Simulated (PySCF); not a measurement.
C2H6ClFSi, SMILES C[Si](C)(F)Cl. Geometry optimised at PBE-D3(BJ)/def2-SVP.

Computed with PBE-D3(BJ)/def2-SVP in PySCF 2.14.0.

Harmonic wavenumbers (cm⁻¹): 138, 150, 170, 175, 221, 254, 271, 497, 657, 676, 724, 770, 794, 827, 901, 1223, 1226, 1371, 1372, 1380, 1384, 2980, 2982, 3081, 3082, 3090, 3090. Rotational constants (GHz): 3.314, 2.247, 2.134; symmetry number 1.

Work out the zero-point energy and the ideal-gas rigid-rotor harmonic-oscillator thermochemistry at 298.15 K and 1 atm.

ZPE = ½ Σ hcν = ½ × 33488 cm⁻¹ = 47.87 kcal/mol. H − E(el) = 53.33 kcal/mol. Entropy in cal/(mol K): translation 40.07, rotation 27.41, vibration 18.13, total 85.61. G − E(el) = 27.81 kcal/mol. Cp = 27.95 cal/(mol K). Modes under 150 cm⁻¹ make the vibrational entropy uncertain.
